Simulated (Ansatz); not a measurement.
Geometry optimisation, RKS PBE-D4/def2-mTZVP in Ansatz 0.2.0.

Input:

```yaml
crystal:
  periodic: [false, false, false]
  atoms:
    - { symbol: F, position_ang: [-0.4936, -2.1232, 1.1451] }
    - { symbol: Sb, position_ang: [-1.5043, -0.7731, -0.0327] }
    - { symbol: Si, position_ang: [0.3979, 0.8456, 0.0629] }
    - { symbol: H, position_ang: [-0.7855, -1.4984, -1.4992] }
    - { symbol: H, position_ang: [1.69, 0.1087, -0.1665] }
    - { symbol: H, position_ang: [0.4629, 1.4963, 1.4006] }
    - { symbol: H, position_ang: [0.2939, 1.8763, -0.9559] }
basis:
  gaussian: { orbitals: def2-mTZVP }
hamiltonian:
  xc: pbe
  dispersion: d4
relax:
  f_tol: 0.015
  max_steps: 40
```

Launched with:

```bash
$ ansatz run input.yaml --threads 1 --pin off --max-ram 2048MiB --backend cpu --events-out ev --progress --plain --runs-dir out
```

Problem. Where does it end, and by what steps?

Solution. The run converged. After 5 steps the energy has fallen by 0.154 eV; H5 moved furthest, 0.12 Å.

```tsv
step	energy less start (eV)	largest force component (eV/Å)	accepted
0	0.0000	1.728	yes
1	-0.1160	0.609	yes
2	-0.1504	0.110	yes
3	-0.1520	0.100	yes
4	-0.1538	0.034	yes
5	-0.1541	0.008	yes
```

```xyz
7
Properties=species:S:1:pos:R:3
F -0.581 -2.180 1.132
Sb -1.508 -0.857 -0.019
Si 0.473 0.857 0.075
H -0.839 -1.489 -1.502
H 1.784 0.173 -0.144
H 0.475 1.542 1.406
H 0.257 1.887 -0.994
```

Whether the end is a true minimum wasn't checked by a vibrational analysis.

Run time: 15 s on 1 thread of Arm Neoverse V2 (shared host), peak memory 0.12 GiB.
